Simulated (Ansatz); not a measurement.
`CO[SiH](F)[SiH3]` and `CN[SiH](F)OC` differ in one atom or group.

Ansatz, PBE0-D4/def2-TZVP geometries, multiplicity 1. Each molecule was computed in one conformer, which needn't be the lowest.

| property | `CO[SiH](F)[SiH3]` |
| --- | --- |
| size of the dipole moment (B3LYP/def2-TZVPP) / D | 1.49 |
| HOMO–LUMO gap (PBE/def2-TZVPP) / eV | 6.03 |
| LUMO energy (PBE0/def2-TZVPP) / eV | -0.10 |
| LUMO energy (B3LYP/def2-TZVPP) / eV | -0.27 |
| HOMO–LUMO gap (ωB97M-V/def2-TZVPP) / eV | 11.98 |
| size of the dipole moment (ωB97M-V/def2-TZVPP) / D | 1.48 |

Question: Give the same properties after the change, and the shifts. (Best estimate.)

Answer: Ansatz gave: 
```tsv
property	`CN[SiH](F)OC`	shift
size of the dipole moment (B3LYP/def2-TZVPP) / D	0.99	-0.50
HOMO–LUMO gap (PBE/def2-TZVPP) / eV	5.92	-0.11
LUMO energy (PBE0/def2-TZVPP) / eV	1.02	1.12
LUMO energy (B3LYP/def2-TZVPP) / eV	0.72	0.99
HOMO–LUMO gap (ωB97M-V/def2-TZVPP) / eV	12.04	0.06
size of the dipole moment (ωB97M-V/def2-TZVPP) / D	0.97	-0.51
```

The zero-point energy changes by 79.5 kJ/mol with +6 modes. Dipoles are sizes alone; their direction can turn.

B3LYP here is the variant with VWN-RPA as its local correlation; programs differ in this.
